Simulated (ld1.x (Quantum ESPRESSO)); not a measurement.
# vanadium: TM pseudisation with PBE, scalar-relativistic reference atom.

ld1.x (Quantum ESPRESSO) 7.5 input, shortened:

```
&input
   title='V', zed=23., rel=1, dft='PBE', iswitch=3,
   config='[Ar] 3d3 4s2 4p0'
 /
 &inputp
   pseudotype=2, tm=.true., lloc=0,
   nlcc=.true., new_core_ps=.true., rcore=0.65
 /
3
3P  2  1   6.00   0.00  1.40  1.40  0.0
3D  3  2   3.00   0.00  1.90  1.90  0.0
4S  1  0   2.00   0.00  2.75  2.75  0.0
 &test
   configts(1)='3p6 3d3 4s2 4p0'
 /
```

All-electron outer shells of the reference configuration (PBE, scalar-relativistic, ld1.x):

```tsv
shell	level (eV)	outermost node (bohr)	outermost maximum (bohr)
2p	-503.16	–	0.21
3s	-70.24	0.38	0.82
3p	-44.04	0.35	0.84
3d	-5.16	–	0.90
4s	-4.70	1.17	2.76
4p	-1.44	1.30	3.63
```

(1) Estimate the cutoffs (Ry, on a coarse ladder) from which the occupation-weighted sum of valence levels, in a spherical-Bessel basis at the reference potential, stays within 10 and 1 mRy of its value at 400 Ry.

(2) What does a ghost test show?

(3) Which valence shell sets the plane-wave cutoff?

Results:

(1) 70 Ry and 90 Ry.

(2) No extra level below or beside the all-electron valence levels (p, d, s, f tested).

(3) 3d: its level needs 70 Ry to come within 1 mRy, against 50 Ry for 3p.

Its largest configuration-test error is -987 meV (3p6 3d3 4s0 4p1). 1 of 7 tests not solved or not reliable.
